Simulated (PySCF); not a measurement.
**From a computed spectrum to the compound**

A species of 7 atoms with charge 0 has these harmonic modes (B3LYP, small Gaussian bases with core potentials, PySCF 2.14.0):

```tsv
cm⁻¹	km/mol
163	1.4
207	2.6
234	389.6
303	13.3
378	13.7
520	85.7
528	46.7
564	4.2
664	34.2
1490	10.1
1507	0.6
3519	1.0
3522	4.8
3631	5.6
3633	4.9
```

(1) Which species is it, and in which structure?

## Answers

(1) Pb(NH2)2 (singlet):
```xyz
7

Pb    0.0109   -0.2041    0.0018
N    -0.3256    1.2774    1.5384
H    -0.2221    2.2808    1.3977
H    -0.2445    1.0556    2.5287
N     0.1912    1.2775   -1.5612
H     0.1207    1.0297   -2.5461
H    -0.0365    2.2616   -1.4333
```
Ideal gas at 298.15 K and 1 bar: S = 328.6 J/(mol K), Cp = 88.7 J/(mol K), H − H(0 K) = 18.2 kJ/mol (rigid rotor, harmonic modes, spin degeneracy alone). 
 Other answers can fit too; this one was computed.
